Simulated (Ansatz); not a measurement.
A structure relaxed at PBE0-D4/def2-SVP in Ansatz, charge 0, singlet:

```xyz
12

B     0.065    0.174   -0.061
C    -0.137   -1.002   -1.103
H     0.137   -0.743   -2.138
H    -1.191   -1.332   -1.106
H     0.453   -1.887   -0.808
C    -0.243   -0.054    1.475
H    -0.087    0.836    2.107
H     0.388   -0.866    1.876
H    -1.286   -0.389    1.615
N     0.515    1.424   -0.502
H     0.731    1.625   -1.470
H     0.656    2.212    0.116
```

Task: Give its formula, name or SMILES.

Result: BMe2(NH2) (C₂H₈BN).

Task: Summarise the bond lengths by kind (pairs closer than 1.2 times the sum of covalent radii, bridged metal pairs left out).

Result: 2 × B–C 1.58 Å; 1 × B–N 1.40 Å; 6 × C–H 1.10 Å; 2 × H–N 1.01 Å.
